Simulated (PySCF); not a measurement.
# From computed data to an observable: refractive index and permittivity of the vapour

BClH5NO2Si, SMILES OB(O)N[SiH2]Cl.

Geometry optimised at ωB97X-D3(BJ)/def2-SVP. The structure was generated by enumeration, and PubChem lists no compound with its InChIKey, so it may never have been made. The values are those of a single conformer.

PBE/def2-TZVP in PySCF gives a mean static polarisability of 66.4 bohr³ and a dipole moment of 3.80 D. Take an ideal gas at 298.15 K and 1 bar, whether or not the substance is that volatile.

Work out n − 1 in the optical limit and the static ε − 1.


Polarisability volume α' = 66.4 × 0.148185 = 9.84 Å³. Number density N = p/kT = 2.43e-5 Å⁻³.
Dilute limit of Lorentz–Lorenz: n − 1 = 2π N α' = 0.0015.
Orientation term of Debye: μ²/(3kT) = 8.098 Å³ × μ²(D²) = 116.93 Å³.
ε − 1 = 4π N (α' + μ²/3kT) = 0.039. Orientation of the dipole supplies 92 % of the static response; it can't follow optical fields. Vibrational polarisation and dispersion are left out.
